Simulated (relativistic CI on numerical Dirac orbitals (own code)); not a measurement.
# Fe³⁺ in a cubic cluster: 2p photoemission with charge transfer

Computed with a charge-transfer multiplet model of a cubic metal-ligand cluster with up to one ligand hole, Slater and spin-orbit integrals from Dirac-Coulomb-Breit ions, Slater integrals scaled by 0.7. The ground state mixes d5 with configurations of k ligand holes L, whose averages lie at kΔ + k(k − 1)U_dd/2; a core hole lowers each added d electron by U_cd. 20 K, Lorentzian 0.6 eV and Gaussian 0.8 eV FWHM.

Atomic integrals in eV (Slater integrals scaled, ζ unscaled), ground: F2dd 8.389, F4dd 5.243, zeta_d 0.056; with the core hole: F2dd 9.601, F4dd 6.036, zeta_d 0.083, zeta_core 8.126, F2cd 5.696, G1cd 4.365, G3cd 2.483.

Cluster parameters (eV): U_dd = 6.6, U_cd = 7.6, 10Dq = 1.65, 10Dq(ligand) = 1, V(eg) = 2.15, V(t2g) = -0.98, final-state hopping factor = 1.

| Case | n_d | d5 | d6L | S |
| --- | --- | --- | --- | --- |
| Δ = 1.7 eV | 5.25 | 0.75 | 0.25 | 2.49 |
| Δ = 3.7 eV | 5.17 | 0.83 | 0.17 | 2.50 |
| Δ = 4.7 eV | 5.14 | 0.86 | 0.14 | 2.50 |

Weights, n_d and S are thermal averages at 20 K. Binding energies count from the first peak over 30 % of the highest in each spectrum, which can be another peak from case to case. The parameters are a model scan and need not match a compound or its usual spin state. Peaks in eV (height, largest 100):
- Δ = 1.7 eV: 0.0 (100), 1.1 (85), 7.6 (32), 8.8 (25), 13.7 (55), 14.6 (53), 21.4 (15), 22.7 (18)
- Δ = 3.7 eV: 0.0 (100), 1.2 (75), 7.1 (29), 8.1 (22), 13.7 (50), 14.7 (50), 20.8 (12), 22.0 (14)
- Δ = 4.7 eV: 0.0 (100), 7.0 (26), 13.7 (48), 14.8 (50), 20.7 (10), 21.8 (11)

Curve for Δ = 3.7 eV (points under 2 left out, the grid thinned):

E (eV), Intensity and a bar:
```
     -3.4        2.1 
     -2.8        2.9 
     -2.1        5.0 #
     -1.5        9.7 ###
     -0.8       36.9 ###########
     -0.2       93.7 ##############################
      0.4       85.8 ###########################
      1.1       74.4 ########################
      1.7       68.2 ######################
      2.3       47.0 ###############
      3.0       29.4 #########
      3.6       21.5 ######
      4.3       17.4 #####
      4.9       15.9 #####
      5.5       14.2 ####
      6.2       18.3 #####
      6.8       27.0 ########
      7.5       24.8 #######
      8.1       21.5 ######
      8.7       18.8 #####
      9.4       13.4 ####
     10.0        9.0 ##
     10.6        6.5 #
     11.3        6.5 #
     11.9        9.0 ##
     12.6       18.4 #####
     13.2       37.2 ############
     13.8       49.6 ################
     14.5       48.4 ###############
     15.1       44.5 ##############
     15.8       23.4 #######
     16.4       13.5 ####
     17.0        9.3 ##
     17.7        7.4 ##
     18.3        5.9 #
     19.0        5.0 #
     19.6        4.8 #
     20.2        7.5 ##
     20.9       11.8 ###
     21.5       11.0 ###
     22.1       13.6 ####
     22.8        6.1 #
     23.4        2.9 
     24.9        2.1 
     25.5        2.1
```

For the case Δ = 4.7 eV, Δ = 4.7 eV is smaller than U_dd = 6.6 eV, the charge-transfer side of the Zaanen-Sawatzky-Allen scheme. With the core hole the configuration with one ligand hole lies at Δ − U_cd = -5.9, -3.9, -2.9 eV from the one without, in the order of the table; where this is negative the screened configuration lies lower, though the effective hopping of about 3.4 eV (from the holes of the mixed ground state) mixes the two strongly wherever it is as large as the gap.

With at most 1 ligand hole the space is cut while the next configuration still counts, so covalency is underestimated, and a final configuration with one more ligand hole, which can lie low, is missing from the spectra.
